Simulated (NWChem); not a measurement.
System: SiH₂O, singlet; SMILES O[SiH]

Program: NWChem. Low-valent species are run as closed-shell singlets; no triplet was tried in these runs. All runs use the structure optimised with PBE-D3(BJ)/def2-SVP. Level BLYP/def2-SVP: single points from the atomic guess with DIIS by default; each run changes one setting, and all converged runs end within 0.3 mHa of each other. cgmin counts macro-iterations, each dearer than a DIIS step.

Question: Which setting needs the most SCF iterations, or fails (defaults; no level shifting; occupation smearing of 0.005 Ha; core-Hamiltonian guess; quadratically convergent solver (cgmin))?

Answer: core-Hamiltonian guess, with 19 against 8 for the defaults.
```tsv
setting	SCF iterations
defaults	8
quadratically convergent solver (cgmin)	6
occupation smearing of 0.005 Ha	8
core-Hamiltonian guess	19
no level shifting	8
```
